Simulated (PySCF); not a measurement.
C2H7In, SMILES [CH3][InH][CH3].

The structure is a stationary point at B3LYP-D3(BJ)/def2-SVP. The def2 effective core potentials stand for the cores of In; spin–orbit coupling is left out.

The numbers are results of B3LYP-D3(BJ)/def2-SVP run with PySCF, not measurements.

Frequencies are harmonic and unscaled.

### Question
Estimate the vibrational spectrum. (Estimate from the structure and the level; the computed values follow.)

### Answer

| mode | ν (cm⁻¹) | IR (km/mol) | Raman (Å⁴/amu) | depolarisation | moving atoms (share of kinetic energy) |
|---|---|---|---|---|---|
| 1 | 24 | 0.0 | 0.0 | – | H 99 % |
| 2 | 26 | 0.1 | 0.4 | 0.75 | H 92 % |
| 3 | 114 | 3.5 | 4.1 | 0.74 | C 56 %, H 30 %, In 14 % |
| 4 | 332 | 39.0 | 9.2 | 0.75 | H 95 % |
| 5 | 449 | 133.4 | 7.5 | 0.75 | H 87 % |
| 6 | 468 | 6.6 | 45.1 | 0.14 | C 77 %, H 18 % |
| 7 | 496 | 8.3 | 17.4 | 0.75 | C 58 %, H 30 %, In 12 % |
| 8 | 606 | 0.0 | 1.0 | 0.74 | H 88 %, C 12 % |
| 9 | 707 | 73.2 | 0.6 | 0.75 | H 81 %, C 17 % |
| 10 | 713 | 71.6 | 7.5 | 0.75 | H 85 %, C 15 % |
| 11 | 736 | 85.4 | 1.5 | 0.75 | H 81 %, C 18 % |
| 12 | 1177 | 0.4 | 2.9 | 0.75 | H 82 %, C 18 % |
| 13 | 1181 | 0.5 | 19.7 | 0.08 | H 83 %, C 17 % |
| 14 | 1428 | 0.8 | 9.3 | 0.75 | H 95 % |
| 15 | 1434 | 0.0 | 3.3 | 0.75 | H 95 % |
| 16 | 1435 | 0.0 | 14.3 | 0.72 | H 95 % |
| 17 | 1437 | 2.0 | 13.4 | 0.75 | H 95 % |
| 18 | 1712 | 293.9 | 226.6 | 0.18 | H 99 % |
| 19 | 3031 | 20.4 | 0.2 | 0.72 | H 97 % |
| 20 | 3031 | 3.9 | 305.1 | 0.00 | H 97 % |
| 21 | 3122 | 0.0 | 226.8 | 0.75 | H 91 %, C 9 % |
| 22 | 3123 | 16.8 | 4.7 | 0.75 | H 91 %, C 9 % |
| 23 | 3144 | 1.2 | 11.8 | 0.75 | H 90 %, C 10 % |
| 24 | 3144 | 17.0 | 190.9 | 0.75 | H 90 %, C 10 % |
